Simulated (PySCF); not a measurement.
PBE on La (lanthanum, neutral), [Xe] 5d1 6s2, 2D determinant. Computed with PySCF 2.14 in x2c-TZVPPall (11s7p7d3f1g, 97 functions), with scalar relativity by spin-free X2C-1e.

```
cycle= 1 E= -8492.03377488821  delta_E= -0.0141  |g|= 0.0955  |ddm|= 1.08
cycle= 2 E= -8492.03793088468  delta_E= -0.00416  |g|= 0.108  |ddm|= 0.882
cycle= 3 E= -8492.04757860791  delta_E= -0.00965  |g|= 0.0157  |ddm|= 0.42
cycle= 4 E= -8492.04861041616  delta_E= -0.00103  |g|= 0.0121  |ddm|= 0.168
cycle= 5 E= -8492.04885737072  delta_E= -0.000247  |g|= 0.00472  |ddm|= 0.0771
cycle= 6 E= -8492.04888151473  delta_E= -2.41e-05  |g|= 0.00125  |ddm|= 0.0199
cycle= 7 E= -8492.04888333364  delta_E= -1.82e-06  |g|= 0.000243  |ddm|= 0.00825
cycle= 8 E= -8492.04888337755  delta_E= -4.39e-08  |g|= 3.75e-05  |ddm|= 0.00115
cycle= 9 E= -8492.04888337979  delta_E= -2.24e-09  |g|= 2.43e-06  |ddm|= 0.000275
cycle= 10 E= -8492.04888337983  delta_E= -4e-11  |g|= 2.17e-07  |ddm|= 4.34e-05
converged SCF energy = -8492.04888337983  <S^2> = 1.4284394  2S+1 = 2.5910919
```

Highest occupied orbital energy: -3.260 eV; ⟨L²⟩ = 8.74; populations by l: s 11.55, p 24.00, d 21.45, f 0.00.

**Question.** Can this result be used?

**Answer.** Not for this state. The calculation finished and met its thresholds. ⟨L²⟩ = 8.74 against 6 for a pure D term, so this real determinant mixes terms. Spin-orbit coupling, absent here, splits the open shell strongly. ⟨S²⟩ = 1.43 against 0.75 shows spin contamination. The s, p, d and f populations moved away from the nominal configuration during the SCF.
